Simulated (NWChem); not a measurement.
Molecule: trans-dichloroethylene (C2H2Cl2); SMILES C(=C\Cl)/Cl

```xyz
6

Cl     0.0420    -2.1475     0.0000
C     -0.4433    -0.4975     0.0000
C      0.4433     0.4975     0.0000
Cl    -0.0420     2.1475     0.0000
H     -1.5229    -0.3328     0.0000
H      1.5229     0.3328     0.0000
```
Atoms are numbered in this order, from 1.

Structure relaxed at the PBE0/def2-SVP level.

Symmetry labels are those of C2h in the frame above (b1 and b2, or b-type labels, depend on it).

Q: List the 6 lowest vertical singlet excitations and the 6 lowest triplet ones from PBE0/6-31G* (spherical d), TDA (NWChem).

A: 
| state | energy (eV) | oscillator strength | symmetry | leading excitation (squared amplitude) |
|---|---|---|---|---|
| S1 | 6.12 | 0.000 | bg | HOMO → LUMO+1 (0.99) |
| S2 | 6.94 | 0.461 | bu | HOMO → LUMO (0.88) |
| S3 | 7.19 | 0.000 | bg | HOMO−1 → LUMO (0.99) |
| S4 | 7.35 | 0.004 | au | HOMO → LUMO+2 (0.82) |
| S5 | 7.47 | 0.002 | au | HOMO−2 → LUMO (0.84) |
| S6 | 8.11 | 0.021 | bu | HOMO−1 → LUMO+1 (0.93) |
| T1 | 3.87 | spin-forbidden | bu | HOMO → LUMO (0.94) |
| T2 | 5.42 | spin-forbidden | bg | HOMO → LUMO+1 (0.99) |
| T3 | 6.80 | spin-forbidden | au | HOMO → LUMO+2 (0.92) |
| T4 | 7.02 | spin-forbidden | bg | HOMO−1 → LUMO (0.98) |
| T5 | 7.22 | spin-forbidden | bu | HOMO−1 → LUMO+1 (0.85) |
| T6 | 7.29 | spin-forbidden | au | HOMO−2 → LUMO (0.99) |
